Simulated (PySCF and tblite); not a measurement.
C4H4F3N, numbered as in [N:1]#[C:2][CH2:3][CH2:4][C:5]([F:6])([F:7])[F:8]. Free energies: PBE0-D3(BJ)/def2-TZVP on PBE0-D3(BJ)/def2-SVP structures plus GFN2-xTB thermal terms, symmetry and mirror images included. Conformers within 4 kcal/mol (GFN2-xTB free energy) were kept, 7 at most. GIAO shieldings: PBE0/pcSseg-1. Shifts are against TMS (¹H), TMS (¹³C), CFCl3 (¹⁹F), NH3 (¹⁵N) at the same level. (PySCF 2.14, tblite 0.8.)

Torsions listed: C2–C3–C4–C5. Of a mirror pair one member is shown.

```json
{"conformer": "1", "shape": "-178°", "point group": "Cs", "mirror pair": "no", "ΔE(DFT)": "0.00", "Δ(G−E) at 180 K": "0.00", "δ H4 (ppm)": "2.11"}
{"conformer": "2", "shape": "74°", "point group": "C1", "mirror pair": "yes", "ΔE(DFT)": "1.29", "Δ(G−E) at 180 K": "0.12", "δ H4 (ppm)": "1.97"}
```

Energies in kcal/mol; the thermal term leaves out symmetry numbers and mirror images.

Problem. Work out the weights at 180 K and the ¹H shift of H4 under fast exchange.

Solution. RT = 0.358 kcal/mol. Each conformer gets RT ln(σ/g), with σ the rotational symmetry number and g = 2 for a mirror pair: 1: σ = 1, g = 1, G = 0.00 + 0.00 + 0.00 = 0.00, 0.00 above the lowest, exp(−ΔG/RT) = 1.000; 2: σ = 1, g = 2, G = 1.29 + 0.12 − 0.25 = 1.16, 1.16 above the lowest, exp(−ΔG/RT) = 0.039. The sum is 1.039, so the weights are 96.2, 3.8 %. The averaged shift is 2.11 ppm. At 298.15 K it is 2.09 ppm. At 298.15 K the leading conformer alone gives 2.11 ppm and bare DFT energies give 2.10 ppm.


¹⁵N shifts are against a computed isolated NH3 molecule, about 20 ppm from the liquid.